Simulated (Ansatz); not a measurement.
GaH10NOSi2Sn, SMILES `[NH2][Sn@@H]([GaH2])[Si@H](O)[SiH3]`. The species carries charge 0 and has multiplicity 1. Sn takes the def2 core potential.

Z-matrix (Å, degrees):
```
Sn
Ga 1 2.618
Si 1 2.581 2 115.8
N 1 2.052 2 107.0 3 113.7
H 1 1.733 2 110.9 3 -125.0
H 2 1.573 1 120.4 3 59.2
H 2 1.573 1 120.6 3 -120.0
O 3 1.661 1 113.0 2 -163.5
Si 3 2.337 1 107.2 2 77.9
H 3 1.496 1 108.1 2 -40.7
H 4 1.012 1 113.0 2 52.7
H 4 1.013 1 112.8 2 174.4
H 8 0.959 3 117.1 1 60.1
H 9 1.485 3 110.7 1 64.5
H 9 1.489 3 112.0 1 -173.4
H 9 1.490 3 107.2 1 -54.4
```

Question: What are the harmonic wavenumbers in cm⁻¹ at PBE0-D4/def2-TZVP (Ansatz, finite differences of forces, unscaled)? (Best estimate.)

Answer: The calculation gave: 11, 36, 53, 75, 97, 113, 115, 149, 161, 179, 209, 227, 292, 375, 414, 461, 487, 513, 522, 559, 583, 640, 689, 744, 789, 825, 846, 863, 913, 927, 939, 1567, 1819, 1944, 1957, 2161, 2209, 2218, 2241, 3530, 3626, 3910.
